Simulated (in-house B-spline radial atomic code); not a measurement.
Radial electron density of O⁴⁺, [He] 2s1 3s1. Level of theory: non-relativistic AM05, spin-polarised, spherical fractional occupations, point nucleus; calculated with a radial B-spline atomic code at the basis-set limit.

Columns: r (bohr), 4πr²n(r) (electrons per bohr), bar.

```
 0.00699   0.1714 #
 0.00829   0.2362 #
 0.00984   0.3246 ##
  0.0117   0.4454 ##
  0.0139    0.607 ###
  0.0165   0.8205 ####
  0.0195    1.092 ######
  0.0232    1.458 ########
  0.0275    1.912 ##########
  0.0326    2.477 #############
  0.0387    3.168 ################
   0.046    3.986 #####################
  0.0546    4.898 #########################
  0.0648    5.869 ###############################
  0.0769    6.826 ####################################
  0.0912    7.661 ########################################
   0.108    8.246 ###########################################
   0.129    8.459 ############################################
   0.153     8.17 ##########################################
   0.181    7.385 ######################################
   0.215    6.144 ################################
   0.255    4.678 ########################
   0.303    3.239 #################
   0.359    2.138 ###########
   0.426    1.501 ########
   0.506    1.317 #######
     0.6    1.392 #######
   0.713    1.454 ########
   0.846    1.317 #######
       1   0.9973 #####
    1.19   0.6551 ###
    1.41   0.5008 ###
    1.68   0.5492 ###
    1.99   0.6313 ###
    2.36   0.5735 ###
    2.81   0.3673 ##
    3.33   0.1636 #
    3.95  0.04844 
    4.69 0.009026 
    5.57 0.0009933 
    6.61 6.062e-05 
    7.84 1.837e-06
```

On this grid the curve has 3 maxima, near 0.129, 0.713, 1.99 bohr.

The 2s up radial function P(r) = rR(r), positive near the nucleus:

```json
{"r (bohr)": "0.0025", "P": "0.0317"}
{"r (bohr)": "0.00352", "P": "0.04428"}
{"r (bohr)": "0.00496", "P": "0.06167"}
{"r (bohr)": "0.00699", "P": "0.0855"}
{"r (bohr)": "0.00984", "P": "0.1176"}
{"r (bohr)": "0.0139", "P": "0.1607"}
{"r (bohr)": "0.0195", "P": "0.2154"}
{"r (bohr)": "0.0275", "P": "0.2842"}
{"r (bohr)": "0.0387", "P": "0.364"}
{"r (bohr)": "0.0546", "P": "0.4476"}
{"r (bohr)": "0.0769", "P": "0.5158"}
{"r (bohr)": "0.108", "P": "0.5365"}
{"r (bohr)": "0.153", "P": "0.4611"}
{"r (bohr)": "0.215", "P": "0.2436"}
{"r (bohr)": "0.303", "P": "-0.1379"}
{"r (bohr)": "0.426", "P": "-0.6146"}
{"r (bohr)": "0.6", "P": "-1.016"}
{"r (bohr)": "0.846", "P": "-1.101"}
{"r (bohr)": "1.19", "P": "-0.7965"}
{"r (bohr)": "1.68", "P": "-0.3588"}
{"r (bohr)": "2.36", "P": "-0.09055"}
{"r (bohr)": "3.33", "P": "-0.009524"}
```
